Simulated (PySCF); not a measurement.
Si(CF3)(F)3 (CF₆Si), SMILES FC(F)(F)[Si](F)(F)F. Atoms are numbered in the order given.

```xyz
8

F      1.0865     0.6273     1.5590
C      0.0000     0.0000     1.0786
F     -1.0865     0.6273     1.5590
F      0.0000    -1.2546     1.5590
Si     0.0000     0.0000    -0.8321
F      0.0000     1.5044    -1.3673
F      1.3029    -0.7522    -1.3673
F     -1.3029    -0.7522    -1.3673
```

Geometry: B3LYP-D3(BJ)/def2-SVP.

All values below come from PySCF with TDA-PBE/def2-SVPD.

Vertical excitations; the highest root listed may be one member of a degenerate set. The molecule is in vacuum. State labels are in the subgroup Cs.

```tsv
state	symmetry	energy (eV)	λ (nm)	f	main pairs
S1	A'	8.34	149	0.068	HOMO→LUMO 97 %
S2	A'	8.97	138	0.051	HOMO→LUMO+1 (degenerate set)
S3	A"	8.97	138	0.051	HOMO→LUMO+2 (degenerate set)
S4	A"	9.33	133	0.000	HOMO−1→LUMO 100 %
S5	A'	9.80	127	0.081	HOMO→LUMO+3 99 %
S6	A"	9.81	126	0.000	HOMO−2→LUMO 99 %
S7	A'	9.87	126	0.001	HOMO−3→LUMO, HOMO−1→LUMO+2 (degenerate set)
S8	A"	9.87	126	0.001	HOMO−4→LUMO, HOMO−1→LUMO+1 (degenerate set)
S9	A"	9.90	125	0.013	HOMO−1→LUMO+1, HOMO−4→LUMO (degenerate set)
S10	A'	9.90	125	0.013	HOMO−1→LUMO+2, HOMO−3→LUMO (degenerate set)
T1	A'	7.89	157	0	HOMO→LUMO 99 %
T2	A'	8.02	155	0	HOMO→LUMO+1 (degenerate set)
T3	A"	8.02	155	0	HOMO→LUMO+2 (degenerate set)
T4	A"	9.32	133	0	HOMO−1→LUMO 100 %
```
Triplets are in the Tamm–Dancoff approximation.
